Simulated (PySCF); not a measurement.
CH3NO2Si.
SMILES: `N#C[SiH](O)O`

A linear-response calculation (PySCF, def2-SVPD basis, gas phase, vertical, core orbitals frozen in the response) gave these numbers; the functional is withheld.

Orbital energies (eV): HOMO-3 -12.47, HOMO-2 -12.12, HOMO-1 -12.08, HOMO -11.80, LUMO 0.85, LUMO+1 0.95, LUMO+2 1.85.

```
state  E (eV)       f  main configurations (H = HOMO, L = LUMO)
   S1    7.04  0.0002   H-2→L+1 (23%), H-1→L (21%), H-2→L (20%)
   S2    7.37  0.0011                H-2→L+1 (38%), H-1→L (32%)
   S3    7.39  0.0003                H-1→L+1 (41%), H-2→L (28%)
   S4    7.79  0.0062                    H→L (58%), H-3→L (12%)
   S5    7.84  0.0059                               H→L+1 (64%)
   S6    8.40   0.011                H-3→L+1 (48%), H-3→L (23%)
```

Triplets (Tamm–Dancoff): T1 5.86 eV, H-2→L (21%), H-1→L+1 (20%), H-1→L (14%); T2 6.45 eV, H-2→L (34%), H-1→L+1 (28%); T3 6.45 eV, H-2→L+1 (36%), H-1→L (27%); T4 6.94 eV, H→L (32%), H-3→L (23%).

Vertical ionisation energy by ΔSCF with the same functional: 12.26 eV. Mean static polarisability: 46.7 au.

Task: Which of these was used?
A. PBE
B. HF
C. wB97X-D
D. B3LYP

Result: C. wB97X-D is range-separated, 22% exact exchange at short range and 100% at long range (ω = 0.2 bohr⁻¹). In this run −ε(HOMO) = 11.80 eV differs from the ΔSCF value by -0.47 eV, and S1 differs from the orbital gap of 12.64 eV by -5.60 eV. The ratio −ε(HOMO)/IP is 0.96. Usual ranges for neutral molecules in this basis: 0.89 to 0.99 with wB97X-D, 0.5 to 0.7 with PBE, 0.67 to 0.83 with B3LYP; Hartree–Fock can't fall below 1, since the ion's relaxation only lowers the ΔSCF value.

Computed with TDDFT wB97X-D/def2-SVPD, vertical, gas phase, core orbitals frozen in the response in PySCF. Isolated species at its PBE0-D3(BJ)/def2-SVP geometry (one conformer only).

Conformer computed: `[N:1]#[C:2][SiH:3]([OH:4])[OH:5]`: H–O4–Si3–C2 -65°, H–O5–Si3–C2 -17°.
